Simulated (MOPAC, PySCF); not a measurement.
H$_{6}$InN$_{3}$, SMILES `[NH2][In]([NH2])[NH2]`, neutral singlet in the gas phase. 

Z-matrix (Å, degrees):
```
In
N 1 2.0366
H 2 1.0128 1 115.23
H 2 1.0130 3 107.60 1 129.22
N 1 2.0366 2 120.64 3 -33.09
H 5 1.0129 1 115.22 2 33.11
H 5 1.0130 6 107.60 1 -129.21
N 1 2.0369 2 119.49 3 153.86
H 8 1.0129 1 114.81 2 149.33
H 8 1.0129 9 107.61 1 129.18
```
Charge 0, multiplicity 1.

All levels are single points at this geometry (r2SCAN-D4/def2-TZVP); Pople sets use spherical d functions. Orbital energies aren't observables, and empty levels follow the basis.

```csv
level,HOMO (eV),LUMO (eV),gap (eV),dipole (D),"vertical IE, Delta-SCF (eV)"
r2SCAN-D4/def2-TZVP in PySCF,-5.71,-1.26,4.46,1.06,–
B3LYP/6-311+G** (LANL2DZ on In) in PySCF,-6.67,-1.05,5.63,1.22,–
B3LYP/6-31G* (LANL2DZ on In) in PySCF,-6.08,-0.28,5.80,1.30,8.32
B3LYP/LANL2DZ in PySCF,-6.22,-0.49,5.73,1.59,–
BP86/6-31G* (LANL2DZ on In) in PySCF,-5.03,-0.97,4.05,1.22,–
PM3 in MOPAC,-9.17,-1.72,7.45,0.86,–
```
